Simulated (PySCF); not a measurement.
# Reading the logs of faulty runs: AlH4N2Si cation

Calculated results; nothing here was measured. The program is PySCF 2.14.0, an open-source quantum chemistry code, run on an isolated molecule that a program drew, which may never have been made. The molecule is AlH4N2Si cation (charge +1, singlet), drawn as the SMILES string `[NH2][Al]=[N][SiH2+]`.

Each row is a Hartree-Fock (HF) and frozen-core CCSD(T) single point in the cc-pV(D+d)Z basis, meant for a local HF minimum. Run 1 is clean. Each other run has one planted mistake out of seven kinds, and not every kind appears here: one electron removed, one electron added, multiplicity raised by two, geometry at a saddle point, minimal basis STO-3G, one bond length entered in bohr, all coordinates scaled. The reference is restricted for singlets and unrestricted otherwise, and also for a bond in bohr. Adding or removing an electron swaps singlet and doublet. Electrons count all cores. HOMO and LUMO are orbital energies over both spins, the gradient is its largest component, and the lowest frequency (negative if imaginary) is given only where the gradient is small. Bond lengths are over the 7 bonds as drawn. T1 is the CCSD diagnostic: over 0.02 (restricted) or 0.045 (unrestricted) a single reference is doubtful.

Geometry of the clean run:
```xyz
8
AlH4N2Si cation, angstrom
N     0.5943    1.0229    1.5799
Al   -0.0632    0.9144   -0.0009
N    -0.7016    0.8096   -1.5362
Si   -1.3087    0.7092   -2.9969
H     0.1269    0.7335    2.4219
H     1.5054    1.3852    1.8036
H    -2.6394    0.1578   -3.2575
H    -0.5795    1.1610   -4.1829
```

```
run,electrons,basis functions,<S^2>,HOMO (eV),LUMO (eV),gradient (hartree/bohr),lowest frequency (cm^-1),mean bond (Å),longest bond (Å),T1,HF (hartree),CCSD(T) (hartree),mistake
1,44,94,0.000,-15.51,-3.12,2.4e-05,91,1.4151,1.716,0.0175,-641.90008,-642.41097,no fault
2,44,32,0.000,-12.30,1.07,2.8e-02,-,1.4151,1.716,0.0296,-634.27895,-634.50742,minimal basis STO-3G
3,44,94,1.139,-13.30,-5.20,4.7e-02,-,1.6268,3.148,0.0320,-641.76721,-642.25137,one bond length entered in bohr
4,44,94,2.022,-9.89,-5.62,9.9e-02,-,1.4151,1.716,0.0244,-641.75478,-642.23965,?
5,45,94,0.762,-4.31,1.23,6.4e-02,-,1.4151,1.716,0.0209,-642.03339,-642.56906,?
```

**Which mistake was planted in run 4, and what did it cost?**

Electrons, basis and geometry are unchanged, and <S^2> is 2.022, beside S(S+1) = 2.00 for a multiplicity of 3. So the mistake is: multiplicity raised by two. Subtracting run 1 and multiplying by 627.51 kcal/mol a hartree, the energy moved by 91.2 kcal/mol in HF and 107.5 kcal/mol in CCSD(T).

**Which mistake was planted in run 5, and what did it cost?**

It counts 45 electrons, one more than the clean run, at the same geometry and basis. So the mistake is: one electron added. Subtracting run 1 and multiplying by 627.51 kcal/mol a hartree, the energy moved by -83.7 kcal/mol in HF and -99.2 kcal/mol in CCSD(T).

Cautions from the logs. Run 2: T1 is over the limit, so its CCSD(T) energy is less reliable.
